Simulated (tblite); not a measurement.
Start geometry of `FCC1=C[Si@@H](F)C=CO1` from a force field or distance geometry (Å):
```
atom  x, y, z in Å
F1    -2.9749   -1.0001   -0.3324
C2    -2.4141    0.1082    0.2220
C3    -0.8999    0.0721    0.1281
C4    -0.2486   -0.9111   -0.5098
Si5    1.5700   -0.9619   -0.6260
F6     1.9920   -0.8585   -2.1744
C7     2.0078    0.6016    0.2102
C8     1.0658    1.3905    0.7458
O9    -0.2995    1.1716    0.7383
H10   -2.7197    0.1316    1.2862
H11   -2.8143    0.9824   -0.2798
H12   -0.7761   -1.7485   -0.9621
H13    2.1691   -2.1499    0.0212
H14    3.0605    0.8537    0.2596
H15    1.2776    2.3263    1.2511
```

Problem. What comes out of this run: tblite 0.8.0, GFN2-xTB geometry optimisation, gas phase?

Solution. 
```
atom  x, y, z in Å
F1    -3.0127   -0.9447   -0.2946
C2    -2.3837    0.1389    0.2483
C3    -0.8811    0.0416    0.1098
C4    -0.2481   -0.9505   -0.5187
Si5    1.6097   -1.0012   -0.6292
F6     2.0978   -0.9627   -2.1738
C7     1.9869    0.6124    0.2244
C8     1.0071    1.3602    0.7304
O9    -0.3246    1.1212    0.7249
H10   -2.6660    0.1850    1.3068
H11   -2.7617    1.0294   -0.2680
H12   -0.8665   -1.7207   -0.9520
H13    2.2615   -2.1905   -0.1006
H14    2.9920    0.9871    0.3338
H15    1.1852    2.3026    1.2365
```

The energy falls by 20.4 kJ/mol over 28 L-BFGS steps, the largest force on an atom goes from 1.08 to 0.009 eV/Å, and the atoms move by 0.092 Å rms after alignment. Among the bonds, C4–Si5 and Si5–C7 change most and about equally (+0.038 to +0.039 Å). Bonds longer at the end by more than 0.005 Å: 5 of 15; shorter: 9. Among the angles that change most is F6–Si5–H13, from 111.5° to 103.3°. Rotational constants go from 2237, 959.6, 714.5 to 2272, 936.5, 701.7 MHz. The orientation of the end geometry is arbitrary; only internal coordinates are fixed.

The run took 0.13 s wall on an AMD EPYC 9R45 with one thread, shared host.

Its GFN2-xTB frequencies are all real (lowest 43 cm⁻¹). One conformer, not necessarily the lowest.

These are computed values.
